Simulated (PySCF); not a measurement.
Computed IR spectrum (relative IR intensity) of a molecule C₄H₄BFO. Geometry: B3LYP-D3(BJ)/def2-SVP. The values are those of a single conformer. Method: PySCF 2.14.0 with B3LYP-D3(BJ)/def2-SVP. No scaling factor is applied to the harmonic values.

ν (cm⁻¹): 28 (vw), 129 (w), 240 (vw), 242 (w), 363 (vw), 517 (m), 562 (w), 636 (w), 672 (m), 713 (m), 786 (m), 917 (m), 988 (w), 1047 (vs), 1263 (s), 1348 (vs), 1382 (s), 1424 (m), 1438 (m), 1772 (vs), 2174 (s), 3097 (vw), 3143 (vw), 3456 (m) (against the strongest line: vs over 80 %, s over 45 %, m over 15 %, w over 4 %, vw less)

Problem. Identify the compound among the candidates.
A. C=C=CB(F)C=O
B. C#CB(O)/C=C\F
C. O=C1CC=CB1F
D. C#CB(F)C(C)=O

Solution. D, C#CB(F)C(C)=O
